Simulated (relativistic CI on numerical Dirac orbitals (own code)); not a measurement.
# Tc4+: 4d valence photoemission

Computed with this model: Dirac-Coulomb-Breit CI, KLI orbitals optimised for each configuration, QED by a radiative potential, valence Slater integrals scaled by 0.8, multiplet model of photoemission in the sudden approximation; configurations [Kr] 4d3 → [Kr] 4d2; 80 K; Lorentzian 0.42 eV and Gaussian 0.5 eV FWHM. Energies are those of the free ion, without screening or charge transfer. The energies are binding energies and can lie tens of eV above those of solids. S is read from ⟨S²⟩ = S(S + 1).

Field parameters in Wybourne normalisation: Td as Oh with Dq negative (B⁴₀ = 21Dq, B⁴₄ = √(5/14) B⁴₀). The field is a parameter set, without covalency.

free ion: ground-state S = 1.49, centroid 56.51 eV. Peaks (eV, height): 56.2 (100), 57.7 (28).

Td, 10Dq = -3200 cm⁻¹: ground-state S = 1.49, centroid 56.56 eV. Peaks (eV, height): 56.2 (100), 57.9 (28).

Td, 10Dq = -8900 cm⁻¹: ground-state S = 1.47, centroid 56.69 eV. Peaks (eV, height): 55.7 (86), 56.8 (100), 57.5 (63), 58.6 (19).

Td, 10Dq = -14550 cm⁻¹: ground-state S = 1.15, centroid 56.67 eV. Peaks (eV, height): 55.5 (100), 57.0 (78), 58.0 (56).

Strongest unbroadened transitions for free ion:

```csv
Energy (eV),Relative strength
56.13,100.0
56.39,33.1
56.67,1.2
57.61,0.1
57.70,17.4
57.81,14.2
58.08,1.5
58.38,0.0
```
